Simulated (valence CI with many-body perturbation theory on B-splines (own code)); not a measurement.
Questions on Pd33+

Method: relativistic CI+MBPT: three valence electrons over a frozen Dirac-Fock core [Ne], a basis of 11 s, 11 p, 9 d, 7 f, 5 g, 2 h, 1 i functions for each j, with the one-electron correlation potential Σ1 (screened to all orders), the two-electron term Σ2, the three-electron term Σ3, Breit, model QED; selected single and double excitations, second order for the rest (own B-spline code, finite nucleus).

The last digits are not significant, and no measured levels were compared; by estimate large intervals hold to a few tenths of a per cent, small ones and those within an open d or f shell to about a per cent.

Levels are named by their leading jj configuration (3d3/2^4 stands for four electrons in 3d with j = 3/2), which in mixed levels can hold well under half, so a name can repeat and another be missing.

Rates and lifetimes use the calculated energies. Strong lines usually hold to 10 to 20 %, long lifetimes can be off by a factor of two.

What is the ground level?

(3s^2 3p1/2) J=1/2, composition 99 % 3s2 3p 2P°, g = 0.660.

Name the longest-lived excited levels whose lifetime is computed, and their main decay.

(3s 3p3/2 3d5/2) J=9/2 at 19.597 Ry lives 5.32 μs, mostly by M1 to (3s 3p1/2 3d5/2) J=7/2; (3s^2 3p3/2) J=3/2 at 2.860 Ry lives 3.59 μs, mostly by M1 to (3s^2 3p1/2) J=1/2.

What is the ionisation energy?

2035.2 eV; NIST lists 2016 ± 9 eV (semi-empirical).

What are the static dipole polarisabilities of the lowest levels?

(3s^2 3p1/2) J=1/2 0.0261; (3s^2 3p3/2) J=3/2 0.0279 (tensor 0.0027) bohr³, of which the core gives 0.000391.

Where does the other parity begin?

At (3s 3p1/2^2) J=1/2, 5.739 Ry.

How well does LS coupling describe the low levels?

Among the lowest 20 levels the leading LS term, summed over configurations, holds 71 % on average. For single configurations the figures are 66 % in LS and 83 % in jj coupling. Terms mix most in the J = 3/2 level at 15.335 Ry, where the leading one holds 40 %.

Among levels below 30.222 Ry, which E1 lines absorb most strongly from the ground level?

to (3s^2 3d3/2) J=3/2 at 7.570 nm, f = 0.346; to (3s 3p1/2 3p3/2) J=1/2 at 9.192 nm, f = 0.195; to (3s 3p1/2 3p3/2) J=3/2 at 9.833 nm, f = 0.101.
